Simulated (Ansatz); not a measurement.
Relaxation of H4Sn (5 atoms, charge 0, multiplicity 1), to a largest force component of 0.02 eV/Å in at most 40 steps.

Level of theory: RKS PBE-D4/def2-SVP in Ansatz 0.2.0.

```xyz
5
Properties=species:S:1:pos:R:3
Sn 0.000 0.000 0.000
H 0.000 0.000 1.740
H 1.641 0.000 -0.579
H -0.820 1.420 -0.579
H -0.820 -1.420 -0.579
```

Problem. Where does it end, and by what steps?

Solution. It converged. After 2 steps the energy has fallen by 0.005 eV; H3 moved furthest, 0.02 Å.

| step | energy less start (eV) | largest force component (eV/Å) | accepted |
| --- | --- | --- | --- |
| 0 | 0.0000 | 0.190 | yes |
| 1 | -0.0034 | 0.121 | yes |
| 2 | -0.0054 | 0.003 | yes |

```xyz
5
Properties=species:S:1:pos:R:3
Sn 0.000 0.000 0.000
H 0.000 0.000 1.725
H 1.626 0.000 -0.574
H -0.813 1.408 -0.575
H -0.813 -1.408 -0.575
```

Whether the end is a true minimum wasn't checked by a vibrational analysis.

The run took 3.4 s on 1 thread of Arm Neoverse V1 (shared host), peak memory 0.092 GiB.
